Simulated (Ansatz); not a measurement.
The same ligand exchange along the group C, Ge, Sn.

Computed with Ansatz on PBE0-D4/def2-TZVP structures; ΔE is electronic, products minus reactants. CCSD(T)/CBS is the MP2 limit (def2-TZVPP, def2-QZVPP) plus CCSD(T) − MP2 in def2-TZVPP, frozen cores. This one scheme is used for every species. DFT in def2-TZVPP. B3LYP here is the variant with VWN-RPA as its local correlation; programs differ in this. def2 core potentials past Kr. For Ge, Sn outer-core shells are correlated without core-valence functions, which leaves a few kJ/mol of doubt a bond. Scalar relativity is left out up to krypton. One conformer a species, not always the lowest.

```csv
reaction,HF/CBS(def2) (kcal/mol),PBE0-D4 (kcal/mol),B3LYP-D4 (kcal/mol),ωB97X-V (kcal/mol),CCSD(T)/CBS(def2) (kcal/mol)
`NCF` + H₂S → `FCS` + NH₃,5.6,3.4,3.7,4.0,2.9
`[NH2][GeH2][F]` + H₂S → `[F][GeH2][SH]` + NH₃,-5.8,-8.6,-7.6,-6.7,-7.0
`[NH2][SnH2][F]` + H₂S → `[F][SnH2][SH]` + NH₃,-13.8,-15.3,-14.3,-13.4,-14.0
```

Largest T1 diagnostic: 0.013, for `[NH2][SnH2][F]`.
